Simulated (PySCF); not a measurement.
C2H9FSSi2.
SMILES: `CSC[SiH2][SiH2]F`

The calculation used PySCF 2.14.0, density-fitted response routines, TDDFT PBE0/def2-SVPD, vertical, gas phase, core orbitals frozen in the response. One conformer (not necessarily the lowest) at the GFN2-xTB geometry, without solvent, vibrations or thermal averaging. Torsions of this conformer, `[CH3:1][S:2][CH2:3][SiH2:4][SiH2:5][F:6]`: C1–S2–C3–Si4 -179°, S2–C3–Si4–Si5 60°, C3–Si4–Si5–F6 168°.

Computed states:

```csv
state,E (eV),f
S1,4.59,0.015
S2,5.35,0.0018
S3,5.77,0.012
S4,6.08,0.0069
S5,6.31,0.0003
S6,6.34,0.034
S7,6.58,0.011
S8,6.86,0.0050
```

Broadening: Gaussians 0.3 eV wide at half height, area fixed by f = 4.319×10⁻⁹ ∫ε dν̃. The width is an assumption, not a result. The curve ends short of the highest state used, and states not computed would add to its high-energy end.

(1) What does the envelope look like, and where are its maxima?

(2) On this curve, what absorbance would a 10⁻⁵ mol/L sample give at 248 nm over a 1 cm path?

(3) Does any computed singlet lie in the visible range?

(4) Coming from long wavelengths, where does ε first pass 100 L mol⁻¹ cm⁻¹?

Results:

(1) 
```json
{"λ (nm)": "198.0", "ε (L mol⁻¹ cm⁻¹)": "2862"}
{"λ (nm)": "200.4", "ε (L mol⁻¹ cm⁻¹)": "1980"}
{"λ (nm)": "202.7", "ε (L mol⁻¹ cm⁻¹)": "1304"}
{"λ (nm)": "205.1", "ε (L mol⁻¹ cm⁻¹)": "913"}
{"λ (nm)": "207.4", "ε (L mol⁻¹ cm⁻¹)": "769"}
{"λ (nm)": "209.8", "ε (L mol⁻¹ cm⁻¹)": "816"}
{"λ (nm)": "212.1", "ε (L mol⁻¹ cm⁻¹)": "970"}
{"λ (nm)": "214.5", "ε (L mol⁻¹ cm⁻¹)": "1068"}
{"λ (nm)": "216.9", "ε (L mol⁻¹ cm⁻¹)": "968"}
{"λ (nm)": "219.2", "ε (L mol⁻¹ cm⁻¹)": "720"}
{"λ (nm)": "221.6", "ε (L mol⁻¹ cm⁻¹)": "441"}
{"λ (nm)": "223.9", "ε (L mol⁻¹ cm⁻¹)": "259"}
{"λ (nm)": "226.3", "ε (L mol⁻¹ cm⁻¹)": "177"}
{"λ (nm)": "228.6", "ε (L mol⁻¹ cm⁻¹)": "164"}
{"λ (nm)": "231.0", "ε (L mol⁻¹ cm⁻¹)": "167"}
{"λ (nm)": "233.4", "ε (L mol⁻¹ cm⁻¹)": "156"}
{"λ (nm)": "235.7", "ε (L mol⁻¹ cm⁻¹)": "126"}
{"λ (nm)": "238.1", "ε (L mol⁻¹ cm⁻¹)": "86"}
{"λ (nm)": "240.4", "ε (L mol⁻¹ cm⁻¹)": "51"}
{"λ (nm)": "242.8", "ε (L mol⁻¹ cm⁻¹)": "26"}
{"λ (nm)": "245.1", "ε (L mol⁻¹ cm⁻¹)": "13"}
{"λ (nm)": "247.5", "ε (L mol⁻¹ cm⁻¹)": "11"}
{"λ (nm)": "249.9", "ε (L mol⁻¹ cm⁻¹)": "21"}
{"λ (nm)": "252.2", "ε (L mol⁻¹ cm⁻¹)": "53"}
{"λ (nm)": "254.6", "ε (L mol⁻¹ cm⁻¹)": "124"}
{"λ (nm)": "256.9", "ε (L mol⁻¹ cm⁻¹)": "246"}
{"λ (nm)": "259.3", "ε (L mol⁻¹ cm⁻¹)": "442"}
{"λ (nm)": "261.6", "ε (L mol⁻¹ cm⁻¹)": "684"}
{"λ (nm)": "264.0", "ε (L mol⁻¹ cm⁻¹)": "956"}
{"λ (nm)": "266.3", "ε (L mol⁻¹ cm⁻¹)": "1180"}
{"λ (nm)": "268.7", "ε (L mol⁻¹ cm⁻¹)": "1318"}
{"λ (nm)": "271.1", "ε (L mol⁻¹ cm⁻¹)": "1325"}
{"λ (nm)": "273.4", "ε (L mol⁻¹ cm⁻¹)": "1211"}
{"λ (nm)": "275.8", "ε (L mol⁻¹ cm⁻¹)": "1005"}
{"λ (nm)": "278.1", "ε (L mol⁻¹ cm⁻¹)": "773"}
{"λ (nm)": "280.5", "ε (L mol⁻¹ cm⁻¹)": "540"}
{"λ (nm)": "282.8", "ε (L mol⁻¹ cm⁻¹)": "355"}
{"λ (nm)": "285.2", "ε (L mol⁻¹ cm⁻¹)": "212"}
{"λ (nm)": "287.6", "ε (L mol⁻¹ cm⁻¹)": "118"}
{"λ (nm)": "289.9", "ε (L mol⁻¹ cm⁻¹)": "63"}
{"λ (nm)": "292.3", "ε (L mol⁻¹ cm⁻¹)": "31"}
{"λ (nm)": "294.6", "ε (L mol⁻¹ cm⁻¹)": "15"}
{"λ (nm)": "297.0", "ε (L mol⁻¹ cm⁻¹)": "6"}
{"λ (nm)": "299.3", "ε (L mol⁻¹ cm⁻¹)": "3"}
```

Maxima: 270 nm (4.59 eV), ε about 1300, made up of S1 (100%); 231 nm (5.37 eV), ε about 170, made up of S2 (95%) (hardly more than a shoulder); 215 nm (5.78 eV), ε about 1100, made up of S3 (96%) (ε in L mol⁻¹ cm⁻¹; maxima over ε = 5, shares over 10%). At its high-energy end, 6.26 eV, the curve is still rising (ε about 2800, from S6).

(2) 248 nm is 4.999 eV, where ε is about 12 L mol⁻¹ cm⁻¹, so A = ε c l ≈ 0.00012 (Beer–Lambert, with the gas-phase spectrum and the assumed width).

(3) No computed singlet lies in the visible range (380 to 750 nm); the lowest, at 270 nm, stands 1.33 eV above its violet end (3.26 eV).

(4) At about 288 nm (4.30 eV), 0.29 eV below S1.

On an Arm Neoverse N1 with one thread, no GPU, shared host, this took 76 s wall (with the writing of density and orbital grids) and 0.86 GiB of memory at its peak.
